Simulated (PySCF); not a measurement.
## Correlation energy of Sn⁺ (tin, charge +1)

[Kr] 4d10 5s1 5p1 6s1, high-spin 4P determinant (an excited configuration). Calculation: PySCF 2.14, in aug-cc-pVTZ-PP with ECP28MDF (6s5p4d2f, 55 functions); a scalar-relativistic core potential. Frozen: 4s2 4p6 4d10; 3 electrons correlated.

```json
{"level": "CCSD", "correlation energy (mhartree)": "-11.49"}
{"level": "(T)", "correlation energy (mhartree)": "-0.11"}
{"level": "CCSD(T)", "correlation energy (mhartree)": "-11.60"}
```

Diagnostics: T1 = 0.020, D1 = 0.0495, largest double amplitude 0.053.

Task: Is a single reference adequate?

Result: Yes, within this model without spin-orbit coupling: T1 lies below 0.03 and no double amplitude reaches 0.07.
